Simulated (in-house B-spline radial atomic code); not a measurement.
Successive ionisation energies of scandium; each step leads to the configuration of the next row (after the last: bare). NIST's values go from ground level to ground level; the uncertainty of those that are theory runs from under 0.1 % in few-electron ions to several per cent in heavy many-electron ones. Computed with a B-spline radial code for spherical atoms: non-relativistic Hartree-Fock, average of the configuration, point nuclei.

```tsv
ion	configuration	ionisation energy (eV)	tabulated value (eV)	tabulated kind	computed minus tabulated (eV)	highest orbital	largest mean radius (bohr)
Sc13+	[He] 2s2 2p4	838.0	833.2	semi-empirical	5	2p	0.32827
Sc14+	[He] 2s2 2p3	918.7	926.5	semi-empirical	-8	2p	0.32306
Sc15+	[He] 2s2 2p2	1002.3	1008.6	semi-empirical	-6	2p	0.318
Sc16+	[He] 2s2 2p1	1088.7	1093.5	semi-empirical	-5	2p	0.31307
Sc17+	[He] 2s2	1199.2	1213.1	semi-empirical	-14	2s	0.30828
Sc18+	[He] 2s1	1279.4	1287.957	tabulated theory	-9	2s	0.30389
Sc19+	1s2	5646.0	5674.904	tabulated theory	-29	1s	0.072729
Sc20+	1s1	6000.1	6033.756	tabulated theory	-34	1s	0.071429
```

Question: Where is the largest jump?

Answer: From Sc18+ to Sc19+, by a factor of 4.41 (1279.4 to 5646 eV); the highest orbital goes from 2s to 1s.

Question: How far is this level of theory from the measured and semi-empirical values?

Answer: Over those 5 rows the differences run from -13.9 to +4.85 eV (mean absolute value 7.5 eV). The calculation leaves out relativity, correlation and, in open shells, the multiplet splittings that an average leaves out.
